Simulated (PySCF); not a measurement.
C3H3F3. Atoms are numbered in the order given.

```xyz
9

F      1.6901    -0.0703    -0.8928
C      0.9574     0.2200     0.2105
C     -0.1002     1.3133     0.0835
C     -0.4848    -0.1177     0.1923
F     -0.9883    -0.7396    -0.8819
F     -1.0671    -0.5627     1.3202
H      1.5179     0.1268     1.1487
H     -0.2648     1.9779     0.9364
H     -0.1995     1.7556    -0.9126
```

Geometry optimised at r2SCAN-D4/def2-SVP. The structure was generated by enumeration; whether it is a known compound was not checked.

These are TDDFT-ωB97X/def2-SVPD run with PySCF 2.14.0 values and carry that method's errors.

Vertical excitations. Gas-phase values at a fixed geometry.

```
state  energy (eV)  λ (nm)      f                                                                 main pairs
-----  -----------  ------  -----  -------------------------------------------------------------------------
S1            8.02     155  0.001                         HOMO→LUMO 52 %, HOMO→LUMO+1 23 %, HOMO→LUMO+3 16 %
S2            8.71     142  0.002                   HOMO−1→LUMO 54 %, HOMO−1→LUMO+1 22 %, HOMO−1→LUMO+3 14 %
S3            9.20     135  0.017        HOMO→LUMO 38 %, HOMO→LUMO+1 36 %, HOMO→LUMO+3 10 %, HOMO→LUMO+2 9 %
S4            9.63     129  0.004                      HOMO→LUMO+3 55 %, HOMO→LUMO+1 12 %, HOMO−1→LUMO+1 9 %
S5            9.75     127  0.015                        HOMO→LUMO+2 59 %, HOMO→LUMO+4 12 %, HOMO→LUMO+1 9 %
S6            9.91     125  0.019  HOMO−1→LUMO 32 %, HOMO−1→LUMO+1 28 %, HOMO−1→LUMO+3 16 %, HOMO→LUMO+3 8 %
S7           10.27     121  0.033                                         HOMO→LUMO+4 55 %, HOMO→LUMO+2 14 %
S8           10.44     119  0.154                                     HOMO−1→LUMO+3 52 %, HOMO−1→LUMO+1 28 %
S9           10.74     115  0.027                                     HOMO−1→LUMO+4 53 %, HOMO−1→LUMO+2 16 %
S10          10.87     114  0.024                                                         HOMO−1→LUMO+2 60 %
T1            7.50     165      0                         HOMO→LUMO 42 %, HOMO→LUMO+1 24 %, HOMO→LUMO+3 21 %
T2            8.33     149      0                   HOMO−1→LUMO 45 %, HOMO−1→LUMO+1 23 %, HOMO−1→LUMO+3 20 %
T3            9.02     137      0                          HOMO→LUMO+1 39 %, HOMO→LUMO 34 %, HOMO→LUMO+2 9 %
T4            9.10     136      0        HOMO→LUMO+3 41 %, HOMO→LUMO+6 14 %, HOMO→LUMO 10 %, HOMO→LUMO+5 7 %
```
Triplets are in the Tamm–Dancoff approximation, which puts them higher than full response would, so one can lie above its singlet here.
